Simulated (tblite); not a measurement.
Compound: C₅H₁₃GeNSe.
Numbering: `[CH3:1][Se:2][Ge@:3]1([CH3:4])[CH2:5][CH2:6][CH2:7][NH:8]1` (hydrogens: H9, H10, H11 on C1; H12, H13, H14 on C4; H15, H16 on C5; H17, H18 on C6; H19, H20 on C7; H21 on N8)

Computed with GFN2-xTB (tblite), gas phase: L-BFGS steps from a force-field or distance-geometry start until the largest atomic force falls under 0.01 eV/Å.

The end geometry, which sets the zero of energy:
```
atom  x, y, z in Å
C1      2.6888   -1.3303   -0.3037
Se2     2.6974    0.6255   -0.1023
Ge3     0.3223    0.9012    0.1799
C4     -0.0558    2.8547    0.2375
C5     -0.5688   -0.2941    1.5257
C6     -1.7899   -0.7766    0.7558
C7     -1.3938   -1.0373   -0.6965
N8     -0.6778    0.1384   -1.1626
H9      1.8990   -1.6170   -0.9926
H10     3.6548   -1.6182   -0.7081
H11     2.5401   -1.7952    0.6667
H12    -1.1092    3.0124    0.4431
H13     0.5373    3.3343    1.0094
H14     0.1879    3.3045   -0.7198
H15     0.0802   -1.1305    1.7876
H16    -0.8441    0.2186    2.4442
H17    -2.5486    0.0073    0.7611
H18    -2.2170   -1.6776    1.1994
H19    -0.7902   -1.9559   -0.7563
H20    -2.2894   -1.1848   -1.3093
H21    -0.3321    0.0374   -2.1050
```

Task: These geometries come from the run, each turned onto the end geometry. Order them by energy, lowest first.
A.
```
atom  x, y, z in Å
C1      2.8655   -1.2495   -0.0613
Se2     2.6593    0.6635   -0.4700
Ge3     0.2968    0.8429   -0.0185
C4     -0.0152    2.8000    0.2145
C5     -0.4479   -0.4086    1.3528
C6     -1.8050   -0.7882    0.7780
C7     -1.6680   -0.9549   -0.7399
N8     -0.8839    0.1657   -1.2409
H9      2.1469   -1.8227   -0.6420
H10     3.8762   -1.4914   -0.3733
H11     2.7380   -1.4210    1.0054
H12    -1.0751    3.0236    0.1582
H13     0.3674    3.0772    1.1926
H14     0.5162    3.3700   -0.5429
H15     0.1753   -1.3001    1.4132
H16    -0.5206    0.0300    2.3432
H17    -2.5303    0.0029    0.9804
H18    -2.1722   -1.7174    1.2262
H19    -1.2312   -1.9455   -0.9582
H20    -2.6551   -0.9099   -1.2158
H21    -0.6459    0.0501   -2.2475
```
B.
```
atom  x, y, z in Å
C1      2.8829   -1.2824   -0.0900
Se2     2.6264    0.6099   -0.5578
Ge3     0.2970    0.8415    0.0196
C4     -0.0334    2.7927    0.2305
C5     -0.4549   -0.4265    1.3848
C6     -1.8050   -0.7659    0.7700
C7     -1.6377   -0.9389   -0.7398
N8     -0.9070    0.2186   -1.2309
H9      2.1705   -1.8915   -0.6394
H10     3.8972   -1.5424   -0.3802
H11     2.7610   -1.4139    0.9813
H12    -1.0987    2.9800    0.1531
H13     0.3294    3.1467    1.1896
H14     0.4815    3.3354   -0.5561
H15     0.1634   -1.3212    1.4689
H16    -0.5525    0.0105    2.3758
H17    -2.4948    0.0626    0.9392
H18    -2.2297   -1.6686    1.2136
H19    -1.1204   -1.8864   -0.9515
H20    -2.6218   -0.9767   -1.2201
H21    -0.6623    0.1334   -2.2064
```
C.
```
atom  x, y, z in Å
C1      3.0765   -1.2206   -0.0665
Se2     2.6448    0.6020   -0.6536
Ge3     0.3557    0.7206   -0.0210
C4     -0.0390    2.6711    0.1977
C5     -0.4657   -0.4960    1.3547
C6     -1.8639   -0.6639    0.7819
C7     -1.7206   -0.9362   -0.7189
N8     -0.7183   -0.0545   -1.3064
H9      2.4587   -1.9274   -0.6122
H10     4.1277   -1.3867   -0.2919
H11     2.9042   -1.2979    1.0034
H12    -1.0951    2.8507    0.0185
H13     0.2152    3.0118    1.1958
H14     0.5514    3.2286   -0.5240
H15     0.0461   -1.4571    1.3665
H16    -0.4767   -0.1014    2.3676
H17    -2.4390    0.2523    0.9310
H18    -2.4107   -1.4745    1.2669
H19    -1.3997   -1.9764   -0.8474
H20    -2.6835   -0.8272   -1.2202
H21    -1.0770    0.4995   -2.0677
```
D.
```
atom  x, y, z in Å
C1      2.8786   -1.2438   -0.0647
Se2     2.6437    0.6577   -0.4945
Ge3     0.2953    0.8299   -0.0120
C4     -0.0167    2.7829    0.2142
C5     -0.4473   -0.4240    1.3640
C6     -1.8046   -0.7775    0.7745
C7     -1.6671   -0.9487   -0.7422
N8     -0.8812    0.1627   -1.2527
H9      2.1683   -1.8296   -0.6412
H10     3.8910   -1.4936   -0.3654
H11     2.7490   -1.4061    1.0027
H12    -1.0738    3.0126    0.1457
H13     0.3550    3.0843    1.1881
H14     0.5180    3.3470   -0.5443
H15     0.1664   -1.3221    1.4327
H16    -0.5237    0.0126    2.3571
H17    -2.5099    0.0307    0.9732
H18    -2.1996   -1.6932    1.2200
H19    -1.2178   -1.9314   -0.9593
H20    -2.6597   -0.9169   -1.2062
H21    -0.6729    0.0832   -2.2355
```
E.
```
atom  x, y, z in Å
C1      2.6705   -1.3437   -0.2095
Se2     2.6721    0.6229   -0.2021
Ge3     0.3052    0.9193    0.1442
C4     -0.0437    2.8777    0.2215
C5     -0.5175   -0.3282    1.4856
C6     -1.7558   -0.8223    0.7513
C7     -1.4198   -1.0126   -0.7268
N8     -0.7551    0.1994   -1.1731
H9      1.8345   -1.6974   -0.8055
H10     3.6055   -1.6661   -0.6570
H11     2.6033   -1.7107    0.8105
H12    -1.1060    3.0566    0.3482
H13     0.4983    3.3327    1.0433
H14     0.2854    3.3345   -0.7067
H15     0.1605   -1.1558    1.6966
H16    -0.7685    0.1499    2.4289
H17    -2.5399   -0.0676    0.8244
H18    -2.1301   -1.7559    1.1754
H19    -0.7970   -1.9114   -0.8519
H20    -2.3393   -1.1613   -1.3027
H21    -0.4716    0.1568   -2.1402
```

Result: E (0.004 eV), B (0.022 eV), D (0.039 eV), A (0.076 eV), C (0.140 eV).

In the order of the answer:

```csv
step,E above end (eV),largest force (eV/Å),rms force component (eV/Å),rms distance from end (Å),rms bond change (Å),bond most changed (Å)
149,0.004,0.02,0.008,0.109,0.001,Se2–Ge3 +0.003
80,0.022,0.04,0.012,0.333,0.001,Ge3–N8 +0.005
61,0.039,0.10,0.032,0.348,0.002,C6–C7 +0.005
56,0.076,1.36,0.234,0.344,0.008,N8–H21 +0.032
26,0.140,0.18,0.039,0.497,0.007,Se2–Ge3 -0.030
```

What follows is the cost of the whole relaxation. The run took 2.1 s of wall time on one thread, Intel Xeon at 2.70 GHz (x86_64), shared host.
